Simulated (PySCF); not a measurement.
Basis-set dependence of InN at r²SCAN

PySCF, UKS reference; triplet, unpaired electrons π ↑↑; De to In + N without counterpoise correction.

```tsv
basis	relativity	functions	Re (Å)	ωe (cm⁻¹)	De (eV)	μ (D)
cc-pVDZ-PP/cc-pVDZ	scalar-relativistic core potentials	37	2.234	438	1.66	-2.03
x2c-SVPall	spin-free X2C	50	2.215	452	1.75	-2.00
def2-SVPD	scalar-relativistic core potentials	52	2.236	442	1.84	-2.25
aug-cc-pVDZ-PP/aug-cc-pVDZ	scalar-relativistic core potentials	55	2.241	433	1.82	-2.48
def2-TZVPPD	scalar-relativistic core potentials	93	2.215	439	1.87	-2.37
```

**Question.** How does each smaller set differ from the one with most functions, def2-TZVPPD?

**Answer.** cc-pVDZ-PP/cc-pVDZ: +1.9 pm, -0.2 % in ωe, -0.21 eV in De; x2c-SVPall: +0.0 pm, +3.0 % in ωe, -0.12 eV in De; def2-SVPD: +2.1 pm, +0.7 % in ωe, -0.03 eV in De; aug-cc-pVDZ-PP/aug-cc-pVDZ: +2.6 pm, -1.4 % in ωe, -0.05 eV in De. All at r²SCAN; the set with most functions is neither the basis-set limit nor always the best. The rows treat relativity differently, so the differences are not basis effects alone.

A positive dipole means In(−)N(+). These are scalar-relativistic numbers at best; spin–orbit coupling would shift them, the dissociation energy most. The state was picked by a PBE0 search and need not be the measured ground state.
